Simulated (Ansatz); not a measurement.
Relaxation of CH$_{6}$OSn (9 atoms, charge 0, multiplicity 1), to a largest force component of 0.03 eV/Å in at most 50 steps.

Level of theory: RHF/def2-SVP (Ansatz 0.2.0).

```xyz
9
Properties=species:S:1:pos:R:3:forces:R:3
Sn 0.210 -0.017 -0.106 0.97 0.02 0.07
O 0.746 -0.053 1.776 -0.95 -0.05 1.43
H 0.141 -0.094 2.500 0.01 -0.01 -0.01
H 1.917 0.048 -0.166 -0.02 0.04 -1.48
C -0.935 1.720 -0.655 0.01 0.01 -0.01
H -1.993 1.478 -0.758 -0.01 0.00 0.01
H -0.815 2.489 0.108 0.00 0.00 -0.01
H -0.574 2.115 -1.606 -0.01 0.00 0.00
H -0.563 -1.462 -0.599 0.00 0.00 0.00
```

Problem. Where does it end, and by what steps?

Solution. The run converged. The force dipped under the threshold on the way, but the program's further checks kept it going. After 18 steps the energy has fallen by 0.560 eV; H6 moved furthest, 0.48 Å.

| step | energy less start (eV) | largest force component (eV/Å) | accepted |
| --- | --- | --- | --- |
| 0 | 0.0000 | 1.477 | yes |
| 1 | -0.3602 | 0.730 | yes |
| 2 | -0.5117 | 0.415 | yes |
| 3 | -0.5330 | 0.452 | yes |
| 4 | -0.5483 | 0.303 | yes |
| 5 | -0.5509 | 0.371 | yes |
| 6 | -0.5539 | 0.064 | yes |
| 7 | -0.5560 | 0.013 | yes |
| 8 | -0.5264 | 1.070 | no |
| 9 | -0.5570 | 0.091 | yes |
| 10 | -0.5560 | 0.254 | no |
| 11 | -0.5578 | 0.059 | yes |
| 12 | -0.5576 | 0.074 | no |
| 13 | -0.5584 | 0.018 | yes |
| 14 | -0.5588 | 0.020 | yes |
| 15 | -0.5591 | 0.045 | yes |
| 16 | -0.5593 | 0.079 | yes |
| 17 | -0.5595 | 0.056 | yes |
| 18 | -0.5597 | 0.009 | yes |

```xyz
9
Properties=species:S:1:pos:R:3
Sn 0.352 0.047 -0.027
O 0.473 0.004 1.944
H -0.244 -0.367 2.434
H 1.973 0.201 -0.534
C -0.863 1.723 -0.617
H -1.895 1.579 -0.296
H -0.479 2.637 -0.163
H -0.849 1.839 -1.702
H -0.334 -1.438 -0.544
```

Time of the run: 41 s on 1 thread of Arm Neoverse V1, on a shared host, peak memory 0.16 GiB.
